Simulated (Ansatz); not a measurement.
Cost and result for the atomization energy of `[F][Ge]([F])[SH]` radical (5 atoms, 4 bonds).

The species carries charge 0 and has multiplicity 2. Correlated methods include outer-core shells of Ge, which these sets cover unevenly. Scalar relativity is left out up to krypton. The structure was optimised at the PBE0-D4/def2-TZVP level. It is one conformer, not always the lowest. Program: Ansatz. All runs use 4 threads of an Intel Xeon Platinum 8488C on a shared host. Times are those of one run each, without the atoms' runs, and a repeat can differ threefold. Electronic energies, without spin–orbit coupling; frozen cores. CCSD(T)/CBS adds CCSD(T) − MP2 in def2-TZVPP to the MP2 limit, and its time is that of the two runs behind it. T1 = 0.015; ⟨S²⟩ of the reference is 0.77. With those shells the extrapolation isn't a true limit. B3LYP takes the VWN-RPA correlation (the form of Gaussian; ORCA's B3LYP/G).

CCSD(T)/CBS is a level of theory with its own doubt, some kJ/mol a heavy atom from the limit and from the frozen cores, so smaller differences don't rank the functionals.

```tsv
level	functions	atomization (kJ/mol)	difference from CCSD(T)/CBS	per bond
r2SCAN-D4/def2-TZVPP (with forces)	166	1591.7	29.5	7.4
CCSD(T)/def2-SVP	83	1408.6	-153.6	-38.4
MP2/def2-QZVPP	303	1613.1	50.9	12.7
B3LYP-D4/def2-TZVPP (with forces)	166	1548.9	-13.3	-3.3
CCSD(T)/def2-TZVPP	166	1516.5	-45.7	-11.4
CCSD(T)/CBS(def2)	–	1562.2	0.0	0.0
B97M-V/def2-TZVPP	166	1592.5	30.3	7.6
ωB97X-V/def2-TZVPP	166	1577.8	15.6	3.9
PBE0-D4/def2-TZVPP	166	1551.0	-11.2	-2.8
r2SCANh-D4/def2-TZVPP	166	1564.4	2.2	0.6
LDA (SPW92)/def2-TZVPP	166	1878.8	316.6	79.1
CAM-B3LYP-D4/def2-TZVPP	166	1560.8	-1.4	-0.4
ωB97M-V/def2-TZVPP (with forces)	166	1564.3	2.1	0.5
```

Question: Order the runs by time, with rough figures. (Estimate.)

Answer: Computed: LDA (SPW92)/def2-TZVPP 1 s; PBE0-D4/def2-TZVPP 2.3 s; B3LYP-D4/def2-TZVPP (with forces) 2.7 s; r2SCAN-D4/def2-TZVPP (with forces) 2.7 s; CAM-B3LYP-D4/def2-TZVPP 2.9 s; r2SCANh-D4/def2-TZVPP 3.5 s; B97M-V/def2-TZVPP 4 s; CCSD(T)/def2-SVP 5.5 s; ωB97X-V/def2-TZVPP 6 s; ωB97M-V/def2-TZVPP (with forces) 7.5 s; MP2/def2-QZVPP 11 s; CCSD(T)/def2-TZVPP 92 s; CCSD(T)/CBS(def2) 100 s.

From PBE to PBE0 (25 % exact exchange), in def2-TZVPP and without D4, the atomization energy moves by −69.8 kJ/mol: exact exchange takes away binding that semilocal exchange gives to molecules. In def2-TZVPP, CCSD(T) changes the Hartree–Fock value by +473.9 kJ/mol (the triples alone add +39.6 kJ/mol) and MP2 by +542.3 kJ/mol; breaking electron pairs costs correlation energy, which Hartree–Fock lacks. At CCSD(T), def2-SVP lies −153.6 kJ/mol from the extrapolated value and def2-TZVPP −45.7 kJ/mol: correlation converges slowly with the basis, and small sets miss more of it in the bonded molecule than in its fragments.

For some Ge, Se and Sn compounds the MP2-based and the directly extrapolated limit differ by 10 to 25 kJ/mol.
